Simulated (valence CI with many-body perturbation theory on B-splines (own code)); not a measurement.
# Energy levels of Pt LXXI

Method: configuration interaction combined with many-body perturbation theory (CI+MBPT): six valence electrons over a frozen Dirac-Fock core [He], radial functions for each j: 9 s, 9 p, 8 d, 6 f, 3 g, 1 h, with the one-electron correlation potential Σ1, the two-electron term Σ2, the three-electron term Σ3, Breit, model QED; selected CI, second order for the rest, scaled by the run's own slope (own B-spline code, finite nucleus).

The last digits are not significant, and no measured levels were compared; by estimate large intervals hold to a few tenths of a per cent, small ones and those within an open d or f shell to about a per cent. Among the levels kept, up to 1900 cm⁻¹ of a level comes from second order outside the variational space, and about a tenth of that is noise between levels of different J, which matters for small intervals.

Levels 46 to 53 of 53, with energies above the lowest level, (2s^2 2p1/2^2 2p3/2^2) J=2. "Leading %" is the weight of the configuration and term that name the level; weights of strongly mixed levels are sums over their largest components and can fall short, and the name can then belong to a minority configuration. In the jj column 3d3/2^4 stands for four electrons in 3d with j = 3/2. Lifetimes count E1, E2, E3, M1 and M2 decay at the calculated energies, and are blank where another channel may lead or the interval is too uncertain; long ones can be off by a factor of two.

```
No.  Configuration  Term  J  E (× 10³ cm⁻¹)  Leading %  Lifetime      g    Second component                        Leading jj
 46      2s.2p4.3s    1S  0           96200         65   6.18 fs          35 % 2s.2p4.3s 3P     2s 2p1/2^2 2p3/2^2 3s (100 %)
 47      2s.2p4.3p   3P°  1           96977         50   1.48 fs  1.311  21 % 2s.2p4.3p 1P°   2s 2p1/2^2 2p3/2^2 3p1/2 (99 %)
 48      2s.2p4.3p   3P°  1           96979         33   1.37 fs  1.301  17 % 2s.2p4.3p 3D°   2s 2p1/2^2 2p3/2^2 3p1/2 (99 %)
 49      2s.2p4.3p   3P°  0           96984         76   46.9 fs         20 % 2s.2p4.3p 5D°  2s 2p1/2^2 2p3/2^2 3p1/2 (100 %)
 50      2s.2p4.3p   3D°  2           96994         30   2.19 fs  1.036  26 % 2s.2p4.3p 3F°   2s 2p1/2^2 2p3/2^2 3p1/2 (99 %)
 51     2s2.2p3.3p    5P  3           97065         55    230 fs  1.371  23 % 2s2.2p3.3p 3F   2s^2 2p1/2 2p3/2^2 3p3/2 (99 %)
 52     2s2.2p3.3p    3P  0           97068        100    203 fs                             2s^2 2p1/2 2p3/2^2 3p3/2 (100 %)
 53     2s2.2p3.3p    3P  2           97090         38    146 fs  1.413  29 % 2s2.2p3.3p 3D   2s^2 2p1/2 2p3/2^2 3p3/2 (99 %)
```

Where two levels of one J and parity lie close, their mixing, g and order are uncertain.
